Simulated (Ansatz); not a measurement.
SiH2MeBr (CH₅BrSi). The state is a singlet with charge 0. Geometry r2SCAN-D4/def2-TZVP.

```xyz
8

Si   -0.3799    0.5393    0.5316
H    -1.8518    0.3894    0.6198
H    -0.0409    1.9655    0.3126
C     0.3430   -0.5482   -0.7895
H    -0.0815   -0.2877   -1.7634
H     0.1250   -1.5991   -0.5887
H     1.4267   -0.4260   -0.8421
Br    0.4594   -0.0331    2.5197
```

The 6-31G sets use Cartesian d functions. B3LYP takes the VWN-RPA correlation.

(1) Estimate the orbital energies around the gap (eV) in Ansatz with PBE-D4/def2-SVP, PBE-D4/def2-TZVPD, revPBE-D4/def2-TZVP, B3LYP-D4/6-31G, ωB97M-V/def2-TZVP.

Answers

(1) 
| orbital | PBE-D4/def2-SVP | PBE-D4/def2-TZVPD | revPBE-D4/def2-TZVP | B3LYP-D4/6-31G | ωB97M-V/def2-TZVP |
| --- | --- | --- | --- | --- | --- |
| HOMO−9 | -19.14 | -19.29 | -19.19 | -21.30 | -24.33 |
| HOMO−8 | -17.43 | -17.65 | -17.63 | -19.65 | -22.68 |
| HOMO−7 | -12.79 | -12.87 | -12.80 | -14.69 | -17.26 |
| HOMO−6 | -10.37 | -10.45 | -10.40 | -11.86 | -14.45 |
| HOMO−5 | -10.36 | -10.44 | -10.38 | -11.78 | -14.40 |
| HOMO−4 | -8.66 | -8.76 | -8.69 | -10.09 | -12.44 |
| HOMO−3 | -8.62 | -8.71 | -8.66 | -9.93 | -12.31 |
| HOMO−2 | -8.54 | -8.60 | -8.54 | -9.71 | -12.13 |
| HOMO−1 | -6.82 | -7.03 | -6.95 | -7.84 | -10.49 |
| HOMO | -6.79 | -7.01 | -6.94 | -7.83 | -10.48 |
| LUMO | -0.48 | -0.96 | -0.67 | -0.24 | 1.91 |
| LUMO+1 | 0.48 | -0.49 | 0.07 | 1.23 | 2.27 |
| LUMO+2 | 1.16 | 0.03 | 0.84 | 2.51 | 3.28 |
| LUMO+3 | 1.45 | 0.49 | 1.02 | 2.60 | 3.66 |
| LUMO+4 | 2.18 | 0.50 | 1.47 | 3.21 | 3.71 |
| LUMO+5 | 2.46 | 0.84 | 1.80 | 3.65 | 4.24 |
